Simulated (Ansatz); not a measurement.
A nudged elastic band was laid between two geometries of C$_{2}$H$_{2}$FSi (6 atoms, charge 0, multiplicity 2).

The calculation used UKS PBE0/def2-SVP in Ansatz.

* movable images: 5
* climbing image: yes
* spring: 5.0 eV/Å²
* optimiser: quadratic models (default)
* start path: through a guess of the saddle point
* force threshold: 0.03 eV/Å
* iteration limit: 60
* end points: relaxed

First end point:

```xyz
6
Properties=species:S:1:pos:R:3
F -1.370 -1.292 -0.812
Si -0.290 -0.100 -0.636
C 1.318 -0.380 0.144
C 0.509 0.240 0.986
H -0.603 0.892 -1.683
H 0.435 0.639 2.001
```

Last end point:

```xyz
6
Properties=species:S:1:pos:R:3
F -1.171 -1.411 -0.922
Si -0.430 -0.018 -0.560
C 0.713 0.120 0.874
C -0.462 0.674 1.111
H -0.337 0.736 -1.824
H 1.688 -0.101 1.321
```

(1) Which bonds break or form, and what moves?

(2) What energy profile does the band end with?

(3) What is the geometry of the highest image?

(4) What are the harmonic wavenumbers there?

Answers

(1) Bonds broken: C4–H6. Bonds formed: C3–H6.  The two ends are copies of one structure, up to a mirror image or an exchange of like atoms.

(2) It converged. The highest image is number 3 of 0 to 6, 2.26 eV above the ends, which have the same energy within 2 meV. A vibrational analysis at the climbing image gives one clearly imaginary mode, 831i cm⁻¹: a first-order saddle point.

| image | path coordinate (Å) | energy (eV) | C4–H6 (Å) | C3–H6 (Å) |
| --- | --- | --- | --- | --- |
| 0 | 0.00 | 0.00 | 1.09 | 2.30 |
| 1 | 0.52 | 0.22 | 1.09 | 2.21 |
| 2 | 1.03 | 1.35 | 1.10 | 1.82 |
| 3 | 1.55 | 2.26 | 1.27 | 1.27 |
| 4 | 2.07 | 1.34 | 1.82 | 1.10 |
| 5 | 2.58 | 0.22 | 2.21 | 1.09 |
| 6 | 3.10 | 0.00 | 2.30 | 1.09 |

(3) 
```xyz
6
Properties=species:S:1:pos:R:3
F -1.183 -1.403 -0.668
Si -0.334 -0.033 -0.591
C 1.190 0.138 0.463
C 0.130 0.764 1.026
H -0.507 0.764 -1.810
H 0.704 -0.230 1.580
```

(4) 831i, 235, 248, 408, 556, 604, 721, 819, 946, 1446, 2375, 2411 cm⁻¹.

Run time: 96 s on 2 threads of Arm Neoverse V2, with other jobs on the host, peak memory 0.24 GiB.
